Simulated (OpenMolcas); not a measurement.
# Nb3+: moving or changing the point charges

Nb3+ among 4 point charges of -2 e arranged as a tetrahedron (Td), 2.11 Å from the ion.
```
   1.2182    1.2182    1.2182  -2.00
   1.2182   -1.2182   -1.2182  -2.00
  -1.2182    1.2182   -1.2182  -2.00
  -1.2182   -1.2182    1.2182  -2.00
```

| Quantity | Value |
| --- | --- |
| Program | OpenMolcas |
| Method | CASSCF |
| Basis | ANO-RCC-VDZP [6s5p3d1f] |
| Scalar Hamiltonian | DKH2, point nucleus |
| Active space | 2 electrons in 5 orbitals (4d) |
| State averaging | 2S+1 = 3 even, 10 roots; 2S+1 = 1 even, 15 roots |
| Spin-orbit coupling | RASSI with atomic mean-field integrals over the reference wave functions |

Runs around this geometry, states (labels of Td). Energies in cm-1 above the lowest state or level, χT in cm3 K/mol; 10Dq and B are least-squares fits to the states below 45000 cm-1, weighted by degeneracy, with a free offset, and given where the rms deviation is under 5 % of |10Dq| (or 100 cm-1) and under 700 cm-1; 10Dq is negative for this site.

```json
{"R (Å)": "2.11", "q (e)": "-1", "Ground state": "3A2", "First state of that spin": "3T2 2706", "10Dq": "-2739", "B (rms of fit)": "745 (71)", "First gap with spin-orbit (degeneracies)": "2509 (3, 2)", "χT at 300 K": "0.458", "First state of another spin": "1E 10941"}
{"R (Å)": "2.11", "q (e)": "-2", "Ground state": "3A2", "First state of that spin": "3T2 3953", "10Dq": "", "B (rms of fit)": "", "First gap with spin-orbit (degeneracies)": "3819 (3, 2)", "χT at 300 K": "0.617", "First state of another spin": "1E 10684"}
{"R (Å)": "2.22", "q (e)": "-2", "Ground state": "3A2", "First state of that spin": "3T2 3445", "10Dq": "", "B (rms of fit)": "", "First gap with spin-orbit (degeneracies)": "3285 (3, 2)", "χT at 300 K": "0.556", "First state of another spin": "1E 10812"}
```

Taking the first state of the same spin as R^-n, n = -ln(3445 / 3953) / ln(2.22 / 2.11) = 2.7 between the shortest and longest distance.

Scaling the charges by -1 / -2 = 0.50 scales the first state of the same spin by 2706 / 3953 = 0.68; with fixed orbitals a first-order splitting would follow the charge.

Without dynamic correlation the repulsion within the d shell is too large (B by tens of per cent), so at a given field states of lower spin stand too high. The ground term spreads over less than 5000 cm-1, several times less than with real ligands, so orbital moments are less quenched and χT lies further from the spin-only value than at real sites (holds for R = 2.11, q = -1). This is an electrostatic model: the charges have no orbitals. No measured value stands beside these numbers.
